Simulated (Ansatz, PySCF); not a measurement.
The Ansatz (a program for electronic structure) input:
Ansatz 0.2 input:
```yaml
crystal:
  periodic: [false, false, false]
  atoms:
    - {symbol: B, position_ang: [-0.00000000, -0.00000000, 0.00000000]}
    - {symbol: I, position_ang: [2.06079460, -0.36066386, -0.61755843]}
    - {symbol: I, position_ang: [-0.76527340, -0.90866053, 1.82948732]}
    - {symbol: I, position_ang: [-1.29552119, 1.26932438, -1.21192889]}
basis:
  gaussian:
    orbitals: STO-3G
hamiltonian:
  xc: pbe
magnetization: {spin_polarized: true, initial_magnetization: 2}
accuracy: high
```

### Question
Convert this to an input for PySCF.

### Answer
This is not unique; one that fits is 
```python
from pyscf import gto, scf, dft

mol = gto.M(
    atom='''
B    -0.00000000   -0.00000000    0.00000000
I     2.06079460   -0.36066386   -0.61755843
I    -0.76527340   -0.90866053    1.82948732
I    -1.29552119    1.26932438   -1.21192889
''',
    basis='sto-3g',
    spin=2,
    verbose=4,
)

mf = dft.UKS(mol)
mf.xc = 'pbe'
mf.grids.atom_grid = (99, 590)
mf.grids.prune = None
mf.kernel()
```

Both were run: Ansatz gave -20581.082441 Eh and PySCF -20581.082443 Eh, 0.002 mEh apart.
